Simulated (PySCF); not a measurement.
Si(GeH3)(H)2(OH), H6GeOSi, SMILES [SiH2]([GeH3])O, PBE0/def2-SVP optimised geometry.

```
9

Si    -1.21     0.02     0.00
O     -1.81    -0.69     1.39
Ge     1.18     0.02     0.00
H     -1.69    -0.67    -1.24
H     -1.73     1.42     0.00
H     -1.53    -1.59     1.56
H      1.71    -1.42     0.12
H      1.73     0.83     1.19
H      1.74     0.62    -1.30
```

Density from PySCF 2.14.0 with PBE0/def2-TZVP at that geometry.

Minimum of the electron density along straight lines between bonded atoms, close to the bond critical point (lines longer than 1.1 times the sum of covalent radii, or with two minima, are not listed):

```csv
bond,length / Å,ρ at the minimum / e bohr⁻³,∇²ρ there / e bohr⁻⁵,position (fraction from the first atom)
Si1–O2,1.672,0.131,___,0.41
Si1–Ge3,2.388,___,-0.15,0.46
Si1–H4,1.499,0.119,0.13,0.49
Si1–H5,1.489,0.122,0.15,0.49
O2–H6,0.962,0.356,___,0.81
Ge3–H7,1.544,0.130,0.06,0.59
Ge3–H8,1.541,0.131,0.06,0.59
Ge3–H9,1.542,0.131,0.06,0.59
```

Question: Fill in the missing entries.

Answer: 
- Si1–O2, ∇²ρ there / e bohr⁻⁵: 0.73
- Si1–Ge3, ρ at the minimum / e bohr⁻³: 0.091
- O2–H6, ∇²ρ there / e bohr⁻⁵: -2.42
